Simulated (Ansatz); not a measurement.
Abstraction of H: C2H8O2Si + C2H7Si2 → C2H7O2Si + C2H8Si2

Gas-phase species: C2H8O2Si `CO[SiH](C)O`, singlet; C2H7Si2 `[SiH2]/C=C/[SiH3]`, doublet; C2H7O2Si `CO[Si](C)O`, doublet; C2H8Si2 `[SiH3]/C=C/[SiH3]`, singlet. A radical takes H: the energy is the difference in strength between two Si–H bonds in different surroundings.

Shapes, held fixed at every level: PBE0-D4/def2-TZVP. Flexible molecules stand in one conformer, not always the lowest. Programs: Ansatz 0.2.0. Electronic energies: no zero-point or thermal term.

```tsv
level	kind	ΔE (kJ/mol)
HF/def2-TZVPP	Hartree–Fock	+28.6
PBE-D4/def2-TZVPP	GGA	+20.7
r2SCAN-D4/def2-TZVPP	meta-GGA	+25.7
PBE0-D4/def2-TZVPP	global hybrid	+23.4
wB97M-V/def2-TZVPP	range-separated hybrid	+24.5
wB97X-V/def2-TZVPP	range-separated hybrid	+20.3
B2PLYP/def2-TZVPP	double hybrid	+20.8
```

B2PLYP/def2-TZVPP gives ΔE = +20.8 kJ/mol; the levels span +20.3 to +28.6. The median of the levels is +23.4. No measured value is set beside it here. Spin contamination: C2H7Si2 (⟨S²⟩ up to 0.91). Open shells run unrestricted.
